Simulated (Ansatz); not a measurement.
C4H7Br (SMILES C=CCCBr) moved off its minimum; all values from Ansatz (a quantum-chemistry and plane-wave program), cores frozen in correlated methods.
(charge 0, multiplicity 1)
```xyz
12

C     -3.3093    -0.4285     0.0136
C     -2.2473    -0.2294    -1.1523
C     -1.0062    -0.1963    -0.9132
C     -0.3878    -0.1543     0.3422
Br     1.6198     0.3791     0.3143
H     -4.3422    -0.5758    -0.2148
H     -2.8413    -0.4619     1.1046
H     -2.7597    -0.4185    -2.0536
H     -0.6022    -0.7359    -1.4425
H     -0.7127     0.8807    -1.5612
H     -0.5303    -1.0152     0.9356
H     -0.6346     0.8836     0.8344
```

```json
[
 {"level": "HF/def2-TZVPP", "largest force (eV/Å)": "20.49", "on atom": "C2", "rms difference from CCSD(T)/aug-cc-pVTZ (eV/Å)": "0.616", "dipole (D)": "1.99"},
 {"level": "PBE/def2-TZVPP", "largest force (eV/Å)": "17.11", "on atom": "C2", "rms difference from CCSD(T)/aug-cc-pVTZ (eV/Å)": "0.291", "dipole (D)": "1.52"},
 {"level": "r2SCAN/def2-TZVPP", "largest force (eV/Å)": "17.50", "on atom": "C2", "rms difference from CCSD(T)/aug-cc-pVTZ (eV/Å)": "0.220", "dipole (D)": "1.65"},
 {"level": "B3LYP/def2-TZVPP", "largest force (eV/Å)": "17.75", "on atom": "C2", "rms difference from CCSD(T)/aug-cc-pVTZ (eV/Å)": "0.189", "dipole (D)": "1.63"},
 {"level": "wB97M-V/def2-TZVPP", "largest force (eV/Å)": "18.46", "on atom": "C2", "rms difference from CCSD(T)/aug-cc-pVTZ (eV/Å)": "0.208", "dipole (D)": "1.61"},
 {"level": "MP2/aug-cc-pVTZ", "largest force (eV/Å)": "17.73", "on atom": "C2", "rms difference from CCSD(T)/aug-cc-pVTZ (eV/Å)": "0.105", "dipole (D)": "1.63"},
 {"level": "CCSD(T)/aug-cc-pVTZ", "largest force (eV/Å)": "18.00", "on atom": "C2", "rms difference from CCSD(T)/aug-cc-pVTZ (eV/Å)": "0.000", "dipole (D)": "1.65"}
]
```

The differences count from one level among others, with limits of its own. Forces at CCSD(T)/aug-cc-pVTZ (eV/Å):

```csv
atom,Fx,Fy,Fz
C1,6.213,0.873,-2.076
C2,-16.976,-2.196,5.580
C3,3.928,12.763,4.140
C4,1.731,4.842,3.874
Br5,-0.947,-0.945,-0.339
H6,-0.456,-0.004,0.073
H7,-1.516,0.172,-2.343
H8,0.201,0.204,-1.428
H9,7.939,-10.327,-9.877
H10,0.013,-2.052,1.594
H11,0.156,-0.797,0.962
H12,-0.285,-2.531,-0.160
```

Doubts at one or more of the structures used: a restricted determinant that unrestricted orbitals would lower (MP2/aug-cc-pVTZ, CCSD(T)/aug-cc-pVTZ).
